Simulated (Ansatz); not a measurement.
Consider the ligand exchange at a B–C bond: `CB1CC1` + H–F → `FB1CC1` + CH₄.

Calculated with Ansatz (gas phase, PBE0-D4/def2-TZVP geometries, no zero-point term in ΔE). CCSD(T)/CBS is the MP2 limit (def2-TZVPP, def2-QZVPP) plus CCSD(T) − MP2 in def2-TZVPP, frozen cores. This one scheme is used for every species. DFT in def2-TZVPP. B3LYP here is the variant with VWN-RPA as its local correlation; programs differ in this.

`CB1CC1`:

Z-matrix (Å, degrees):
```
C
B 1 1.541
H 1 1.101 2 105.5
H 1 1.092 2 114.1 3 116.3
H 1 1.092 2 114.0 3 -116.1
C 2 1.527 1 149.6 3 -86.8
C 2 1.527 1 149.5 3 85.8
H 6 1.087 2 120.4 1 69.8
H 6 1.087 2 120.2 1 -78.4
H 7 1.087 2 120.2 1 78.4
H 7 1.087 2 120.4 1 -69.8
```

H–F:

Cartesian coordinates in Å:
```
F -0.377 -0.069 -0.254
H 0.377 0.069 0.254
```

`FB1CC1`:

Cartesian coordinates in Å:
```
F -0.849 -2.037 0.622
B -0.364 -0.873 0.267
C -0.574 0.615 0.111
C 0.799 -0.076 -0.276
H -1.159 1.017 -0.711
H -0.553 1.278 0.971
H 1.048 -0.093 -1.333
H 1.653 0.168 0.349
```

CH₄:

Cartesian coordinates in Å:
```
C 0.000 0.000 0.000
H 0.690 0.459 -0.708
H -0.621 0.772 0.454
H 0.565 -0.515 0.776
H -0.634 -0.715 -0.523
```

| level | ΔE (kJ/mol) |
| --- | --- |
| B3LYP-D4 | -124.4 |
| r2SCANh-D4 | -121.0 |
| PBE | -119.3 |
| PBE0 | -116.5 |
| r2SCANh | -122.1 |
| CCSD/def2-TZVPP | -118.9 |
| CCSD(T)/def2-TZVPP | -118.1 |
| MP2/CBS(def2) | -110.1 |

**Question.** What does CCSD(T)/CBS give? (Estimate.)

**Answer.** Ansatz gave: -113.7 kJ/mol. The listed levels differ from it by -10.7, -7.3, -5.6, -2.8, -8.4, -5.2, -4.4, 3.6 kJ/mol.

Largest T1 diagnostic among the species: 0.012.

From r2SCAN to r2SCAN0 (25 % exact exchange), in def2-TZVPP and without D4, ΔE moves by +3.0 kJ/mol. The D4 term adds +4.9 kJ/mol with B3LYP and +2.8 kJ/mol with PBE0; it sums over pairs of atoms, weighted by their polarisabilities, and B3LYP, whose exchange is more repulsive, gets the larger term.
